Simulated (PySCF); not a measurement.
Does the structure fit the spectrum?

A compound C7H7F gives the data below (simulated from a calculation) and was assigned the structure `Cc1ccc(F)cc1`.

¹³C{¹H} NMR (computed): δ 169.1 (C, d, J = 310.3 Hz), 136.7 (CH, d, J = 2.5 Hz), 133.0 (CH, d, J = 5.1 Hz), 130.3 (C, d, J = 14.0 Hz), 128.5 (CH), 119.8 (CH, d, J = 19.0 Hz), 17.7 (CH3, d, J = 4.3 Hz).

¹H NMR (500 MHz, computed): δ 7.30 (m, 1H), 7.29 (m, 1H), 7.13 (m, 1H), 7.09 (m, 1H), 2.33 (dd, J = 3.4, 1.0 Hz, 3H).

Level of theory: spin–spin couplings from B3LYP/pcJ-1 (spin–dipole term only in couplings to heteroatoms), geometry: PBE0-D3(BJ)/def2-SVP, σ from GIAO-PBE0/pcSseg-1, in PySCF 2.14.0 with density-fitted response routines (non-relativistic, a single conformation, fast rotation and ring inversion assumed for equivalent nuclei, no solvent model).

Chemical shifts δ = σref − σ; TMS for ¹H and ¹³C, all at this level.

(1) Compare with the shifts computed for the proposed structure, pairing carbons in order of shift.

(2) Which isomer fits?

Results:

(1) Atoms are numbered as in `[CH3:1][c:2]1[cH:3][cH:4][c:5]([F:6])[cH:7][cH:8]1`. Each H is labelled by its parent atom.

| atom | computed for proposal | given list | difference |
| --- | --- | --- | --- |
| C5 | 168.6 | 169.1 | -0.5 |
| C2 | 137.5 | 136.7 | +0.8 |
| C3 | 135.9 | 133.0 | +2.9 |
| C8 | 135.9 | 130.3 | +5.6 |
| C4 | 120.4 | 128.5 | -8.1 |
| C7 | 120.4 | 119.8 | +0.6 |
| C1 | 22.4 | 17.7 | +4.7 |

The rms difference is 4.3 ppm and the largest -8.1 ppm at C4 (aromatic CH). The proposal also would give 5 carbon signals, not 7. The carbon types in order of shift don't match either: C, C, CH, CH, CH, CH, CH3 for the proposal against C, CH, CH, C, CH, CH, CH3 in the data. The proposal doesn't fit.

(2) 2-methyl-1-fluorobenzene (Cc1ccccc1F).

- Carbon types of the structure: 2 × C, 4 × CH, 1 × CH3, which accounts for all hydrogens.
- δC 169.1: aromatic carbon bearing fluorine; σ withdrawal by the attached heteroatom moves it downfield of the ring CH carbons.
- δC 136.7, 133.0, 128.5, 119.8: aromatic CH.
- δC 130.3: substituted aromatic carbon.
- δH 2.33: hydrogen on a methyl carbon on an aromatic ring; benzylic-type position, deshielded by the ring.

The data come from this structure; uniqueness wasn't tested.

C–F couplings over four or more bonds (about 3 Hz to the para carbon of a fluoroarene) are left out. Common functionals overestimate the size of one-bond C–F couplings by tens of Hz; these are unscaled. Multiplet labels drop couplings under 1 Hz and merge nearly equal ones. Unscaled 3J(H,H) at this level run about 9 % above measured values. Shifts are as computed. Against solution values, carbons near 30 ppm lie about +2 ppm off and those near 130 ppm about +4 ppm. Of 246 compounds with measured shifts, 49 miss one by over three times the rms of a fit or turn the order of signals round; such compounds aren't used in these exercises.
